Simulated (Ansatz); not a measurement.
A made-up structure of LiAl$_{2}$H$_{3}$S, closed shell:

```
7
angstrom
Li 0.7693 -0.9235 2.9191
S -0.9643 -1.7020 1.7905
Al 0.0398 -0.2794 0.5928
Al -0.3089 0.6837 -1.7688
H 1.3232 0.2379 1.5424
H 0.9596 -1.2293 4.4678
H -1.2110 1.9728 -2.0227
```

It is relaxed with PBE-D4/def2-SVP and then PBE0-D4/def2-TZVP (Ansatz 0.2.0). Atoms count as bonded within 1.22 times the sum of their covalent radii (H–H: 0.88 Å). The end point is not checked to be a true minimum.

Task: Does its bonding change? (A judgement: the text doesn't fix the answer.)

Result: The calculation gives: Yes. Formed: S2–Al4, Al3–H6; broken: Li1–H5.

Where it ends: The first stage lowers the energy by 3.94 eV in 29 steps. It ends as LiAl₂H₃S ([H]1[Li]2[S]3[AlH][AlH]123):
```tsv
atom	x (Å)	y (Å)	z (Å)
Li1	-0.7066	-1.1843	2.7670
S2	-0.5595	-1.4909	0.5440
Al3	1.1089	0.0297	1.3753
Al4	-0.6876	0.6323	-0.1664
H5	2.6601	-0.2740	1.2464
H6	0.6006	-0.0084	2.9667
H7	-1.8080	1.0558	-1.2118
```

Labels in which every atom is bracketed show which atoms are joined, not bond orders.

For scale, one of the runs: PBE0-D4/def2-TZVP relaxation, 143 basis functions, launched by `ansatz run in.yaml --threads 2 --pin off --events-out ev --progress --plain --max-ram 4352MiB`. The run took about 15 s on 2 CPU threads of an Intel Xeon Platinum 8488C (shared host).
